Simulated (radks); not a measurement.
Values are calculated unless marked as measured or tabulated.
Ionisation of neutral tantalum, [Xe] 4f14 5d3 6s2, to [Xe] 4f14 5d3 6s1 as the strength of local exchange is varied. Code: a radial shooting solver on a logarithmic mesh with Libxc functionals. Model: scalar-relativistic Kohn-Sham, Slater X-alpha exchange (alpha = 2/3 is LDA exchange), no correlation, spin-unpolarised, spherical densities, finite nucleus; Fermi nuclear charge, rms radius 5.3507 fm.

alpha  E(Ta) (hartree)  exchange (hartree)  IE (eV)  -e of the level emptied (eV)  <r> of it (bohr)
0.667      -15585.7213           -298.4120    7.720                    4.688 (6s)             3.337
0.695      -15598.3139           -311.2126    7.887                    4.836 (6s)             3.317
0.717      -15608.2159           -321.2855    8.020                    4.954 (6s)             3.301
0.919      -15699.4528           -414.4026    9.300                    6.119 (6s)             3.159
0.94       -15708.9708           -424.1481    9.440                    6.248 (6s)             3.144
1.032      -15750.7416           -466.9863   10.064                    6.829 (6s)             3.082

NIST Atomic Spectra Database: 7.550 eV (measured). The central value is not met in this range of alpha. Spin polarisation and multiplet splitting are left out, so open shells lie too high by an amount that depends on their filling. Spin-orbit splitting is averaged out at the scalar-relativistic level.

Beside tabulated values, note that spin-unpolarised runs miss the spin-polarisation part of the exchange energy of open shells.
